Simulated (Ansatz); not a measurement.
The multiplicity is imposed and other spin states were not computed.

Species: [Ag(NH3)(Cl)] (charge 0, multiplicity 1).

Problem. Give a relaxed geometry from r2SCAN-D4/def2-SVP (Ansatz, a program for electronic structure).

Solution. the end point of this relaxation.
Cartesian coordinates (Å) in one orientation:
```xyz
6

Ag    -0.048     0.010     0.020
N     -1.994     0.427     0.839
H     -2.584     0.939     0.181
H     -1.939     0.991     1.689
H     -2.497    -0.428     1.085
Cl     2.008    -0.430    -0.845
```
